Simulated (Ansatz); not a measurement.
N2O, charge +1, doublet (typed; the unrestricted solution is spin-contaminated), geometry from GFN2-xTB (a state made from the parent by changing its charge; the spin is typed, not shown lowest); HF/def2-TZVP (Ansatz, an electronic-structure program).

Here is a job for Ansatz.
Ansatz 0.2 input:
```yaml
crystal:
  periodic: [false, false, false]
  atoms:
    - {symbol: N, position_ang: [-0.00000000, -0.00000000, -1.18125411]}
    - {symbol: N, position_ang: [-0.00000000, -0.00000000, -0.04900305]}
    - {symbol: O, position_ang: [0.00000000, 0.00000000, 1.07647501]}
basis:
  gaussian:
    orbitals: def2-TZVP
hamiltonian:
  xc: hf
total_charge: 1
magnetization: {spin_polarized: true, initial_magnetization: 1}
scf: {lower_state_search: full}
```

Question: Write the output that Ansatz gives for this input, abridged.

Answer: 
```
Functional definition: HF
546 factors; their error is unknown
mean field evaluation 1: about -4986.8266 eV, gradient 1.9e1 eV
mean field evaluation 2: about -4987.8583 eV, gradient 1.4e1 eV
mean field evaluation 4: about -4988.7816 eV, gradient 2.4e0 eV
mean field evaluation 8: about -4988.9345 eV, gradient 3.5e-1 eV
mean field evaluation 16: about -4989.0861 eV, gradient 7.7e-2 eV
mean field evaluation 32: about -4987.6460 eV, gradient 7.7e0 eV
mean field evaluation 64: about -4984.8678 eV, gradient 2.3e0 eV
mean field evaluation 96: about -4921.9112 eV, gradient 1.1e2 eV
mean field evaluation 128: about -4988.8497 eV, gradient 7.9e-1 eV
mean field evaluation 160: about -4978.7349 eV, gradient 1.3e-2 eV
mean field evaluation 192: about -4973.7481 eV, gradient 8.1e-2 eV
mean field -4989.08632799 eV, -183.3455408293 hartree, gradient 2.6e-5 eV, S^2 0.962616; 6 other end points of the search recorded, 0 dependent functions left out
reference -4989.08632799 eV, -183.3455408293 hartree; 11, 10 occupied and 82, 83 virtual orbitals, 546 factors
Total energy: -4989.08632799 eV, -183.3455408293 hartree
```
